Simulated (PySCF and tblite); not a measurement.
The numbers below are computed, except where a source is named.
C₅H₇NSSi, numbered as in [CH2:1]=[CH:2][c:3]1[n:4][s:5][cH:6][c:7]1[SiH3:8].

Conformers came from 60 starts (ETKDG and KDG, MMFF94s, GFN2-xTB); geometries are GFN2-xTB. Energies: PBE0-D3(BJ)/pcSseg-1 (IEF-PCM, acetonitrile), with GFN2-xTB thermal terms (modes under about 100 cm⁻¹ blended into free rotors). Symmetry numbers and mirror images are counted. Conformers within 2.5 kcal/mol (GFN2-xTB free energy) were kept, 3 at most. Run with PySCF (density fitting) and tblite.

Torsions listed: C1–C2–C3–N4. Of a mirror pair one member is shown.

| conformer | shape | symmetry | E(GFN2) kcal/mol |
| --- | --- | --- | --- |
| 1 | 162° | C1 (pair) | 1.07 |
| 2 | 0° | Cs | 0.00 |

(1) Which of these conformers is the most populated at 298.15 K, and with what share?

(2) Give the DFT energies and free energies relative to the lowest, and all weights.

(3) How does its share change from 250 K to 350 K?

## Answers

(1) Conformer 2, about 69 %. The lead over the next is within the error of the method.

(2) 
```tsv
conformer	shape	E(DFT) kcal/mol	G(298.15 K) kcal/mol	weight %
1	162°	0.47	0.46	31.4
2	0°	0.00	0.00	68.6
```

(3) From 73 % to 65 %; the mixing entropy goes from 1.54 to 1.76 cal/(mol K).


Conformer gaps in pcSseg-1 on xTB geometries can be 2 kcal/mol off for S=O, P=O and other polar bonds.